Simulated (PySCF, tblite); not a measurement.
Species: C7H6ClFO2S.
Bonds: C1–C2, C2–C3 (aromatic), C3–C4 (aromatic), C4–C5 (aromatic), C5–S6, S6–O7 (double), S6–O8 (double), S6–Cl9, C5–C10 (aromatic), C10–F11, C10–C12 (aromatic), C2–C12 (aromatic). Hydrogens: H13, H14, H15 on C1; H16 on C3; H17 on C4; H18 on C12.

Computed geometry: GFN2-xTB, gas phase.

Q: List the bond lengths, angles and torsions at this level.

A: 
```csv
bond,length (Å),order
C1–C2,1.494,single
C2–C3,1.394,aromatic
C3–C4,1.383,aromatic
C4–C5,1.380,aromatic
C5–S6,1.773,single
"S6=O7, S6=O8",1.425,double
S6–Cl9,2.033,single
C5–C10,1.380,aromatic
C10–F11,1.336,single
C10–C12,1.383,aromatic
C2–C12,1.391,aromatic
"C1–H13, C1–H14, C1–H15",1.088,single
C3–H16,1.079,single
C4–H17,1.078,single
C12–H18,1.079,single
```

Bonds in one row agree within 0.01 Å and their mean is given. Orders are formal, as drawn. A selection of angles:
```csv
angle,degrees
C2–C1–H13,111.0
C2–C1–H15,109.6
H13–C1–H14,109.2
H13–C1–H15,107.9
C1–C2–C3,120.7
C1–C2–C12,120.1
C3–C2–C12,119.3
C2–C3–C4,120.7
C2–C3–H16,119.5
C4–C3–H16,119.8
C3–C4–C5,119.4
C3–C4–H17,122.3
C5–C4–H17,118.3
C4–C5–S6,119.5
C4–C5–C10,120.4
S6–C5–C10,120.0
C5–S6–O7,109.1
C5–S6–O8,111.8
C5–S6–Cl9,100.8
O7–S6–O8,119.1
O7–S6–Cl9,106.7
C5–C10–F11,119.5
C5–C10–C12,120.5
F11–C10–C12,120.0
C10–C12–H18,119.4
C2–C12–C10,119.7
C2–C12–H18,121.0
```

Torsions: C4–C5–S6–O7 -2° (synperiplanar). The mirror-image conformer, all signs reversed, is as good.

Of the pairs four or more bonds apart, O7···H17 is among the closest relative to their van der Waals radii: 2.47 Å, 91 % of the sum of Bondi's values. The 6-membered ring C2–C3–C4–C5–C10–C12 has internal angles of 119.3° to 120.7°; it is planar, 0.00 Å rms from its mean plane, widest ring torsion 1°. The 7 C–C bonds span 1.380 Å (C4–C5, aromatic) to 1.494 Å (C1–C2, drawn single), a spread of 0.114 Å. S6 (sulfonyl sulfur) is distorted tetrahedral (angles from 100.8° to 119.1°).

Point group: C1 (no symmetry element, even within 0.4 Å). GFN2-xTB frequencies show an imaginary mode (27i cm⁻¹), so the point is no minimum at that level.
